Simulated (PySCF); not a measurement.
**Spinor energies of In³⁺ (indium, charge +3)**

Start: [Kr] 4d10. Calculated with PySCF 2.14 in x2c-TZVPPall-2c: generalised Hartree-Fock with the X2C-1e Hamiltonian and a Gaussian nucleus; one run each with spin-orbit coupling (SO) switched off, then screened by Boettger's factors.

```json
{"spinor shell": "1s1/2", "electrons": "2", "ε, spin-free (eV)": "-28111.0", "ε, screened SO (eV)": "-28108.5", "weight of nominal j (screened SO)": "1.000", "rms radius, screened SO (bohr)": "0.0340"}
{"spinor shell": "2s1/2", "electrons": "2", "ε, spin-free (eV)": "-4324.5", "ε, screened SO (eV)": "-4323.8", "weight of nominal j (screened SO)": "1.000", "rms radius, screened SO (bohr)": "0.139"}
{"spinor shell": "2p1/2", "electrons": "2", "ε, spin-free (eV)": "-3877.5", "ε, screened SO (eV)": "-4023.7", "weight of nominal j (screened SO)": "1.000", "rms radius, screened SO (bohr)": "0.120"}
{"spinor shell": "2p3/2", "electrons": "4", "ε, spin-free (eV)": "-3877.5", "ε, screened SO (eV)": "-3810.6", "weight of nominal j (screened SO)": "1.000", "rms radius, screened SO (bohr)": "0.125"}
{"spinor shell": "3s1/2", "electrons": "2", "ε, spin-free (eV)": "-883.16", "ε, screened SO (eV)": "-882.99", "weight of nominal j (screened SO)": "1.000", "rms radius, screened SO (bohr)": "0.371"}
{"spinor shell": "3p1/2", "electrons": "2", "ε, spin-free (eV)": "-733.19", "ε, screened SO (eV)": "-760.47", "weight of nominal j (screened SO)": "1.000", "rms radius, screened SO (bohr)": "0.365"}
{"spinor shell": "3p3/2", "electrons": "4", "ε, spin-free (eV)": "-733.19", "ε, screened SO (eV)": "-720.65", "weight of nominal j (screened SO)": "1.000", "rms radius, screened SO (bohr)": "0.376"}
{"spinor shell": "3d3/2", "electrons": "4", "ε, spin-free (eV)": "-500.92", "ε, screened SO (eV)": "-505.61", "weight of nominal j (screened SO)": "1.000", "rms radius, screened SO (bohr)": "0.350"}
{"spinor shell": "3d5/2", "electrons": "6", "ε, spin-free (eV)": "-500.92", "ε, screened SO (eV)": "-497.64", "weight of nominal j (screened SO)": "1.000", "rms radius, screened SO (bohr)": "0.353"}
{"spinor shell": "4s1/2", "electrons": "2", "ε, spin-free (eV)": "-173.31", "ε, screened SO (eV)": "-173.29", "weight of nominal j (screened SO)": "1.000", "rms radius, screened SO (bohr)": "0.908"}
{"spinor shell": "4p1/2", "electrons": "2", "ε, spin-free (eV)": "-126.54", "ε, screened SO (eV)": "-131.35", "weight of nominal j (screened SO)": "1.000", "rms radius, screened SO (bohr)": "0.969"}
{"spinor shell": "4p3/2", "electrons": "4", "ε, spin-free (eV)": "-126.54", "ε, screened SO (eV)": "-124.33", "weight of nominal j (screened SO)": "1.000", "rms radius, screened SO (bohr)": "0.998"}
{"spinor shell": "4d3/2", "electrons": "4", "ε, spin-free (eV)": "-56.577", "ε, screened SO (eV)": "-57.156", "weight of nominal j (screened SO)": "1.000", "rms radius, screened SO (bohr)": "1.23"}
{"spinor shell": "4d5/2", "electrons": "6", "ε, spin-free (eV)": "-56.577", "ε, screened SO (eV)": "-56.184", "weight of nominal j (screened SO)": "1.000", "rms radius, screened SO (bohr)": "1.25"}
```

| quantity | spin-free | screened SO |
| --- | --- | --- |
| E (hartree) | -5875.82516 | -5877.10781 |
| M_J | 0 | 0 |
| ⟨J²⟩ | 0.000 | 0.000 |
| ⟨L²⟩ | 0.000 | 0.016 |
| ⟨S²⟩ | 0.000 | 0.016 |

Breit and QED terms are absent; they matter most for the inner s and p1/2 levels.

Densities and radii are taken from the X2C orbitals without a picture-change correction, which distorts them close to the nucleus.

Without spin-orbit coupling the j labels of p, d and f shells carry no meaning; the spin-free column gives the mean over the occupied spinors of each nl shell.
